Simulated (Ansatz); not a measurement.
Mulliken charges of C$_{2}$H$_{5}$NTe, SMILES `C=NC[TeH]` from PBE/def2-TZVPP in Ansatz (PBE0-D4/def2-TZVP geometry).

| atom | x (Å) | y (Å) | z (Å) | charge (e) |
| --- | --- | --- | --- | --- |
| C1 | -0.053 | 1.234 | -0.864 | -0.069 |
| N2 | 0.100 | 0.017 | -1.126 | -0.145 |
| C3 | 0.296 | -0.977 | -0.130 | -0.187 |
| Te4 | 0.444 | -0.453 | 1.994 | -0.035 |
| H5 | -0.032 | 1.628 | 0.161 | 0.067 |
| H6 | -0.203 | 1.933 | -1.685 | 0.106 |
| H7 | -0.506 | -1.712 | -0.193 | 0.143 |
| H8 | 1.232 | -1.503 | -0.330 | 0.137 |
| H9 | -1.189 | -0.213 | 2.156 | -0.017 |

**Question.** By hand: the dipole of these point charges (1 e Å = 4.8032 D).

**Answer.** Σ q r = (0.011, -0.022, -0.100) e Å, of length 0.103 e Å = 0.49 D.

**Question.** How does the dipole of the full density compare? (Best estimate.)

**Answer.** Ansatz gave: (-0.046, 0.104, -0.072) e Å, 0.65 D; the point charges give 0.75 times that, at 71° from its direction.

Point charges leave out the atoms' own dipoles, such as those of lone pairs, and Mulliken's split depends on the basis, so the two needn't agree.
